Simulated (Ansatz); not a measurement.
C2H8FInSe, SMILES `[CH3][In-]([CH3])([F])[SeH2+]`, relaxed with RKS PBE-D4/def2-SVP in Ansatz from a rough embedded geometry. The force threshold is 0.03 eV/Å; the program also tests the step.

The species carries charge 0 and has multiplicity 1. In takes the def2 core potential.

Start:

```xyz
13

C    -1.042   -0.892    1.402
In    0.324    0.525    0.426
C    -0.623    1.212   -1.410
F     0.724    2.075    1.508
Se    2.532   -0.680   -0.133
H    -0.410   -1.603    2.014
H    -1.646   -0.298    2.143
H    -1.638   -1.363    0.677
H    -1.142    2.100   -1.242
H    -1.296    0.390   -1.799
H     0.179    1.360   -2.187
H     1.901   -2.064    0.154
H     2.137   -0.763   -1.553
```

Q: How much energy does the relaxation release, and in how many steps? (Best estimate.)

A: The calculation gave: 98.40 kJ/mol, in 11 steps, 1 of them rejected.

Q: Which bonds change most? (Estimate.)

A: Computed: In2–Se5 from 2.576 to 3.057 Å; In2–F4 from 1.932 to 2.014 Å; C3–H9 from 1.042 to 1.108 Å; Se5–H12 from 1.548 to 1.486 Å.

Q: Give the relaxed structure. (Best estimate.)

A: Computed: 
```xyz
13

C    -1.006   -0.948    1.698
In   -0.218    0.613    0.407
C    -0.537    1.395   -1.596
F     0.749    1.985    1.519
Se    2.369   -0.869   -0.269
H    -0.237   -1.206    2.453
H    -1.904   -0.567    2.223
H    -1.283   -1.852    1.121
H    -1.345    2.153   -1.563
H    -0.823    0.595   -2.306
H     0.395    1.886   -1.940
H     1.781   -2.212   -0.028
H     2.058   -0.973   -1.719
```
